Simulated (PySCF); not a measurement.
# [PbSF]− at several levels of theory

Computed with PySCF 2.14.0 (density fitting, no spin-orbit coupling) at the geometry relaxed with PBE0:

```xyz
3
[PbSF]− (singlet)
Pb   -0.1267    0.0000   -0.5017
S     1.7936    0.0000    0.9261
F    -1.7924    0.0000    0.8400
```

```json
{"level": "PBE0", "basis": "Pb def2-SVP with ECP60, S def2-SVP, F def2-SVP", "state": "singlet", "HOMO (eV)": "-0.70", "gap (eV)": "3.75", "charge on Pb1 (e)": "0.23", "dipole about the centre of mass (D)": "5.67", "largest force component (eV/Å)": "0.03"}
{"level": "PBE0", "basis": "Pb def2-TZVP with ECP60, S def2-TZVP, F def2-TZVP", "state": "singlet", "HOMO (eV)": "-1.16", "gap (eV)": "3.74", "charge on Pb1 (e)": "0.48", "dipole about the centre of mass (D)": "6.38", "largest force component (eV/Å)": "0.32"}
```

Charges are Mulliken's, which hang on the basis. The relaxation used the grid (50, 194), these runs (75, 302) or, all-electron (x2c bases, spin-free X2C Hamiltonian), (99, 590).

**Question.** A further run in the first row's basis gives HOMO (eV) 0.35, gap (eV) 2.21, charge on Pb1 (e) 0.16, dipole about the centre of mass (D) 5.38, largest force component (eV/Å) 0.39. Which level was it?
A. TPSS
B. HF

**Answer.** A. The others give HOMO -3.19 eV (HF).

In the first row's basis the gap widens with exact exchange: 2.2 eV for TPSS (none); 3.8 eV for PBE0 (a fixed share); 8.6 eV for Hartree–Fock (rising or full at long range).

The highest filled level of some runs lies above zero, as often for anions with such functionals and bases.
